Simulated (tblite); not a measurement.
Run record: tight-binding relaxation, `CSc1ccc[nH+]c1C`.

Computed with GFN2-xTB geometry optimisation, gas phase (tblite 0.8.0). Start geometry: from a force field or distance geometry. A driver script takes a list of jobs; this job's settings line and coordinates (Å) are shown.

Command:
```bash
OMP_NUM_THREADS=1 python probes_run.py task.json out
```

Input:
```
{"job": {"kind": "relax", "xc": "GFN2-xTB", "basis": "xTB"}, "charge": 1, "multiplicity": 1}
C      3.050700     0.174200     0.006900
S      1.801500    -0.682600    -1.016000
C      0.295100     0.038100    -0.409900
C      0.147200     1.439000    -0.346100
C     -1.049900     1.996400     0.099300
C     -2.107000     1.164500     0.427500
N     -1.960100    -0.162500     0.334200
C     -0.813700    -0.757900    -0.067500
C     -0.807800    -2.262500    -0.134500
H      3.115500     1.226500    -0.278300
H      2.781800     0.104900     1.066500
H      4.013400    -0.296500    -0.143400
H      0.958200     2.093600    -0.620900
H     -1.151600     3.078600     0.147000
H     -3.068000     1.543400     0.770300
H     -2.761800    -0.751500     0.597300
H     -1.772500    -2.667500     0.193400
H     -0.040900    -2.673300     0.522400
H     -0.639900    -2.595600    -1.155500
```

Output:
```
step      E/eV     max force
  0    -702.94238    0.789
  1    -702.97601    0.532
  2    -702.99495    0.461
  3    -703.01704    0.306
  4    -703.02521    0.245
  5    -703.03237    0.218
  6    -703.03896    0.181
  7    -703.04461    0.214
  8    -703.04881    0.194
  9    -703.05285    0.163
... (81 lines left out)
 91    -703.22838    0.022
 92    -703.22844    0.021
 93    -703.22854    0.021
 94    -703.22860    0.023
 95    -703.22868    0.019
 96    -703.22873    0.018
 97    -703.22876    0.016
 98    -703.22878    0.010
 99    -703.22881    0.010
100    -703.22883    0.008
```

«max force» is the largest atomic force in eV/Å.

Q: From which step on does the largest force stay under 0.1 eV/Å, and how much energy is left to gain from there?

A: From step 41 (0.087 eV/Å), 15.4 meV above the end.

Main results: energy lowered by 6.6 kcal/mol over 100 steps; largest atomic force 0.008 eV/Å at the end.

Q: Where do the atoms end?

A: 0.455 Å rms from the input after alignment:
```
atom  x, y, z in Å
C1     3.0876    0.3091   -0.2421
S2     1.7894   -0.9503   -0.2379
C3     0.3162   -0.0499   -0.0274
C4     0.2304    1.3387    0.1143
C5    -1.0042    1.9487    0.2774
C6    -2.1464    1.1779    0.2957
N7    -2.0381   -0.1537    0.1579
C8    -0.8810   -0.7993    0.0009
C9    -0.8823   -2.2709   -0.1404
H10    2.9442    0.9941   -1.0720
H11    3.1154    0.8262    0.7121
H12    4.0140   -0.2413   -0.3826
H13    1.1199    1.9463    0.0987
H14   -1.0742    3.0178    0.3897
H15   -3.1332    1.5932    0.4152
H16   -2.8885   -0.7137    0.1729
H17   -1.8839   -2.6878   -0.0796
H18   -0.2604   -2.7219    0.6338
H19   -0.4349   -2.5539   -1.0941
```

Time: 0.59 s of wall time. Hardware: Arm Neoverse V2, one thread, no GPU, shared host.
Labels such as C1 count atoms from 1, the log's own numbers from 0.
